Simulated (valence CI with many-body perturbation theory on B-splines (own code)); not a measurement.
**Pr2+: calculated level list**

Computed by configuration interaction combined with many-body perturbation theory (CI+MBPT): three valence electrons over a frozen Dirac-Fock core [Xe], radial functions for each j: 8 s, 8 p, 9 d, 9 f, 6 g, 3 h, 2 i, with the one-electron correlation potential Σ1 (screened to all orders), the two-electron term Σ2, the three-electron term Σ3, Breit, model QED; the open f shell's mean field enters the energy denominators; selected single and double excitations, second order for the rest, scaled by the run's own slope (own B-spline code, finite nucleus).

Set against measurement, 63 paired levels are off by 928 cm⁻¹ on average, the worst by 1874. These come from a selection out of Martin, Zalubas and Hagan, Atomic Energy Levels: The Rare-Earth Elements, NSRDS-NBS 60 (1978); Maison, Palmeri and Quinet, J. Phys. B 58, 015001 (2025). Levels without a partner in it may be off by more, other configurations by several thousand cm⁻¹. 4 measured levels below the end of the list, from 23175 cm⁻¹ on, found no clear computed partner.

Levels 1 to 45 of 66, with energies above the lowest level, 4f3 4I°_9/2. "Leading %" is the weight of the configuration and term that name the level; weights of strongly mixed levels are sums over their largest components and can fall short. In the jj column 3d3/2^4 stands for four electrons in 3d with j = 3/2.

```csv
No.,Configuration,Term,J,E (cm⁻¹),Leading %,Second component,g,Leading jj
1,4f3,4I°,9/2,0.0,96,,0.732,4f5/2^3 (61 %)
2,4f3,4I°,11/2,1470,98,,0.966,4f5/2^2 4f7/2 (86 %)
3,4f3,4I°,13/2,3030,98,,1.107,4f5/2 4f7/2^2 (80 %)
4,4f3,4I°,15/2,4649,97,,1.198,4f7/2^3 (50 %)
5,4f3,4F°,3/2,9176,92,5 % 4f3 2D°,0.427,4f5/2^3 (42 %)
6,4f3,2H°,9/2,9701,68,18 % 4f3 2G°,0.981,4f5/2^2 4f7/2 (46 %)
7,4f3,4F°,5/2,9995,96,,1.031,4f5/2^2 4f7/2 (70 %)
8,4f3,4F°,7/2,10729,90,8 % 4f3 2G°,1.209,4f5/2^2 4f7/2 (56 %)
9,4f3,4S°,3/2,10883,93,5 % 4f3 2P°,1.958,4f5/2^2 4f7/2 (53 %)
10,4f3,4F°,9/2,11652,77,16 % 4f3 2H°,1.250,4f5/2 4f7/2^2 (81 %)
11,4f3,2H°,11/2,12263,93,,1.096,4f5/2 4f7/2^2 (65 %)
12,4f3,2G°,7/2,13591,71,19 % 4f3 4G°,0.933,4f5/2^2 4f7/2 (61 %)
13,4f2 5d,2H,9/2,13907,71,22 % 4f2 5d 4I,0.873,4f5/2^2 5d3/2 (51 %)
14,4f3,4G°,5/2,14043,96,,0.574,4f5/2^2 4f7/2 (41 %)
15,4f2 5d,4K,11/2,14516,70,17 % 4f2 5d 2I,0.829,4f5/2^2 5d3/2 (89 %)
16,4f3,4G°,7/2,15308,78,18 % 4f3 2G°,0.969,4f5/2^2 4f7/2 (50 %)
17,4f3,4G°,9/2,15570,45,36 % 4f3 2G°,1.137,4f5/2 4f7/2^2 (46 %)
18,4f3,2K°,13/2,15687,97,,0.935,4f5/2^2 4f7/2 (67 %)
19,4f2 5d,4I,9/2,15812,71,23 % 4f2 5d 2H,0.779,4f5/2^2 5d5/2 (47 %)
20,4f2 5d,2H,11/2,15921,64,16 % 4f2 5d 4K,1.032,4f5/2 4f7/2 5d3/2 (70 %)
21,4f2 5d,4G,5/2,16049,70,19 % 4f2 5d 2F,0.654,4f5/2^2 5d3/2 (68 %)
22,4f3,4G°,9/2,16637,51,40 % 4f3 2G°,1.148,4f7/2^3 (49 %)
23,4f2 5d,4K,13/2,16745,92,5 % 4f2 5d 2I,0.970,4f5/2 4f7/2 5d3/2 (62 %)
24,4f3,2D°,3/2,16749,51,37 % 4f3 2P°,1.037,4f5/2 4f7/2^2 (51 %)
25,4f2 5d,4I,11/2,16931,84,,0.964,4f5/2^2 5d5/2 (54 %)
26,4f3,2K°,15/2,17297,94,,1.063,4f5/2^2 4f7/2 (45 %)
27,4f3,4G°,11/2,17397,93,5 % 4f3 2H°,1.263,4f5/2 4f7/2^2 (43 %)
28,4f2 5d,4G,7/2,17435,69,14 % 4f2 5d 4H,0.928,4f5/2 4f7/2 5d3/2 (38 %)
29,4f2 5d,4H,7/2,17829,71,19 % 4f2 5d 4G,0.751,4f5/2^2 5d5/2 (38 %)
30,4f3,2P°,1/2,18422,92,5 % 4f3 4D°,0.631,4f5/2^2 4f7/2 (49 %)
31,4f2 5d,4I,13/2,18649,95,,1.105,4f5/2 4f7/2 5d5/2 (62 %)
32,4f3,2D°,5/2,18746,95,,1.196,4f5/2 4f7/2^2 (68 %)
33,4f2 5d,4K,15/2,18898,97,,1.090,4f5/2 4f7/2 5d5/2 (67 %)
34,4f2 5d,4G,9/2,18996,70,24 % 4f2 5d 4H,1.118,4f5/2 4f7/2 5d3/2 (46 %)
35,4f2 5d,2F,5/2,19327,57,25 % 4f2 5d 4G,0.827,4f5/2^2 5d5/2 (38 %)
36,4f2 5d,4H,9/2,19415,69,23 % 4f2 5d 4G,1.015,4f5/2 4f7/2 5d5/2 (46 %)
37,4f2 5d,2I,11/2,19469,63,9 % 4f2 5d 2H,0.970,4f5/2 4f7/2 5d5/2 (38 %)
38,4f2 5d,4I,15/2,20506,94,,1.197,4f7/2^2 5d5/2 (53 %)
39,4f3,2P°,3/2,20638,53,41 % 4f3 2D°,1.107,4f7/2^3 (71 %)
40,4f2 5d,2I,13/2,20642,71,20 % 4f2 5d 4H,1.103,4f7/2^2 5d3/2 (44 %)
41,4f2 5d,4H,7/2,20752,88,,0.694,4f5/2^2 5d3/2 (60 %)
42,4f2 5d,4G,11/2,20797,61,20 % 4f2 5d 4H,1.203,4f7/2^2 5d5/2 (38 %)
43,4f2 5d,4H,11/2,21027,70,19 % 4f2 5d 4G,1.155,4f5/2 4f7/2 5d5/2 (51 %)
44,4f2 5d,4K,17/2,21070,97,,1.176,4f7/2^2 5d5/2 (80 %)
45,4f2 5d,2F,7/2,21123,72,9 % 4f2 5d 4F,1.110,4f5/2 4f7/2 5d5/2 (40 %)
```

Names give the largest LS component (configuration and term), which can be under half, so a name can repeat, a term be missing and a line seem to break the LS rules; names also repeat where a configuration has a term twice.

Where two levels of one J and parity lie close, their mixing, g and order are uncertain.

The ionisation energy to 4f2 3H_4 of the next ion comes out as 21.804 eV (NIST: 21.6237 ± 0.0025 eV (measured), further off than twice its uncertainty). All 66 levels together are meant to be complete up to 24569 cm⁻¹.
